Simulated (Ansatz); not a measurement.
```yaml
crystal:
  periodic: [false, false, false]
  atoms:
    - {symbol: C, position_ang: [1.260451, 0.353999, 1.177377]}
    - {symbol: N, position_ang: [0.418676, -0.209214, 0.171549]}
    - {symbol: C, position_ang: [0.799075, -1.507045, -0.229278]}
    - {symbol: Si, position_ang: [-0.978545, 0.538901, -0.537540]}
    - {symbol: O, position_ang: [-1.147286, 0.166441, -2.109424]}
    - {symbol: O, position_ang: [-0.760821, 2.148274, -0.235762]}
    - {symbol: O, position_ang: [-2.340685, -0.066934, -0.030444]}
    - {symbol: H, position_ang: [1.212743, -0.177736, 2.104091]}
    - {symbol: H, position_ang: [2.274791, 0.352148, 0.918515]}
    - {symbol: H, position_ang: [0.932142, 1.401833, 1.357481]}
    - {symbol: H, position_ang: [0.203444, -1.994271, -0.969170]}
    - {symbol: H, position_ang: [0.663514, -2.295049, 0.678607]}
    - {symbol: H, position_ang: [1.796572, -1.630912, -0.505255]}
    - {symbol: H, position_ang: [-0.391121, 0.543478, -2.631124]}
    - {symbol: H, position_ang: [-1.563624, 2.647198, -0.248892]}
    - {symbol: H, position_ang: [-2.408374, -0.258115, 0.945931]}
basis:
  gaussian: {orbitals: cc-pVTZ-DK, fitting: {mean_field: def2-universal-jkfit}}
magnetization: {spin_polarized: true, initial_magnetization: 2}
hamiltonian: {xc: {name: B2PLYP}, dispersion: rvv10}
output: {forces: true}
```

```sh
$ ansatz run in.yaml --threads 2 --pin off --events-out ev --progress --plain --max-ram 32768MiB --backend cuda --devices 0, --max-vram 18GiB
```

**Question.** How does Ansatz answer? (Estimate.)

**Answer.** The calculation gave: The program refused the input.
```
Error: invalid value for `hamiltonian.dispersion`: this functional's text states its nonlocal part
```
